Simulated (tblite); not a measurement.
Start geometry of `C=Cc1cccc([S])c1` [radical] from a force field or distance geometry (Å):
```
atom  x, y, z in Å
C1    -2.8317   -0.4035    0.5189
C2    -1.6966   -0.9514    0.1009
C3    -0.3679   -0.2987    0.0039
C4    -0.1582    1.0593    0.3154
C5     1.1143    1.6174    0.2048
C6     2.1809    0.8479   -0.2565
C7     1.9825   -0.4846   -0.5815
S8     3.3683   -1.4831   -1.1571
C9     0.7183   -1.0606   -0.4517
H10   -2.9245    0.6341    0.8282
H11   -3.7489   -0.9989    0.5548
H12   -1.7067   -2.0091   -0.1753
H13   -0.9697    1.6838    0.6879
H14    1.2805    2.6611    0.4470
H15    3.1701    1.2991   -0.3496
H16    0.5817   -2.1038   -0.7013
```

What comes out of this run: tblite, GFN2-xTB geometry optimisation, gas phase?

```
atom  x, y, z in Å
C1    -2.8053   -0.3927    0.5149
C2    -1.6736   -0.9545    0.1077
C3    -0.3702   -0.3081   -0.0028
C4    -0.1556    1.0375    0.3200
C5     1.1023    1.6047    0.1959
C6     2.1719    0.8558   -0.2486
C7     1.9801   -0.4924   -0.5767
S8     3.3022   -1.4449   -1.1333
C9     0.7099   -1.0593   -0.4507
H10   -2.8732    0.6385    0.8164
H11   -3.7216   -0.9557    0.5618
H12   -1.6799   -1.9985   -0.1806
H13   -0.9753    1.6447    0.6699
H14    1.2474    2.6445    0.4500
H15    3.1549    1.2895   -0.3477
H16    0.5782   -2.1002   -0.7076
```

The energy falls by 10.7 kJ/mol over 29 L-BFGS steps, the largest force on an atom goes from 1.48 to 0.007 eV/Å, and the atoms move by 0.035 Å rms after alignment. The bond that changes most is C7–S8 (ends: carbon bonded to 2 C and S; sulfur bonded to C), which shortens by 0.081 Å. Bonds longer at the end by more than 0.005 Å: 1 of 16; shorter: 11. Rotational constants go from 3113, 829.3, 654.9 to 3177, 854.6, 673.5 MHz. The orientation of the end geometry is arbitrary; only internal coordinates are fixed.

Its lowest GFN2-xTB frequency is 13 cm⁻¹, too small to tell a flat minimum from a shallow saddle.

One conformer stands for the species.

These are computed values.
